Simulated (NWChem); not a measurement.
System: C2H8OSi3; SMILES C1([SiH3])=C[SiH2]O[SiH2]1

Program: NWChem. Each level has its own optimisation; frequencies are unscaled. Brackets give each atom's bonded neighbours. One conformer.

```json
[
 {"level": "B3LYP/3-21G", "r C–Si [C(CSiSi)–Si(CHHH)] (Å)": "1.900", "r H–Si [H(Si)–Si(CHHH)] (Å)": "1.499", "r C–C (Å)": "1.352", "r C–Si [C(CSiSi)–Si(CHHO)] (Å)": "1.928", "highest harmonic frequency (cm⁻¹)": "3143", "lowest (cm⁻¹)": "87", "zero-point energy (kcal/mol)": "54.2", "dipole (D)": "1.35"},
 {"level": "Hartree-Fock/3-21G", "r C–Si [C(CSiSi)–Si(CHHH)] (Å)": "1.897", "r H–Si [H(Si)–Si(CHHH)] (Å)": "1.490", "r C–C (Å)": "1.339", "r C–Si [C(CSiSi)–Si(CHHO)] (Å)": "1.924", "highest harmonic frequency (cm⁻¹)": "3301", "lowest (cm⁻¹)": "87", "zero-point energy (kcal/mol)": "58.1", "dipole (D)": "1.35"},
 {"level": "PBE0/def2-SVP", "r C–Si [C(CSiSi)–Si(CHHH)] (Å)": "1.877", "r H–Si [H(Si)–Si(CHHH)] (Å)": "1.495", "r C–C (Å)": "1.357", "r C–Si [C(CSiSi)–Si(CHHO)] (Å)": "1.890", "highest harmonic frequency (cm⁻¹)": "3137", "lowest (cm⁻¹)": "79", "zero-point energy (kcal/mol)": "54.8", "dipole (D)": "1.19"}
]
```
